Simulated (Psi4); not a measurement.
A dimer, H2 ··· HF (SMILES [H][H] and F), singlet; the first 2 atoms form monomer A.

```
4

H      0.3719     0.0000     0.0000
H     -0.3719     0.0000     0.0000
F      2.1149    -0.9926     1.7091
H      1.8280    -0.3633     2.3226
```

**Question.** What interaction energy does SAPT0/jun-cc-pVDZ, frozen core run with Psi4 give, and which attractive term is the largest?

**Answer.** Total 0.64 kJ/mol: electrostatics -1.96, exchange 3.66, induction -0.35, dispersion -0.70. The most attractive term is electrostatics.
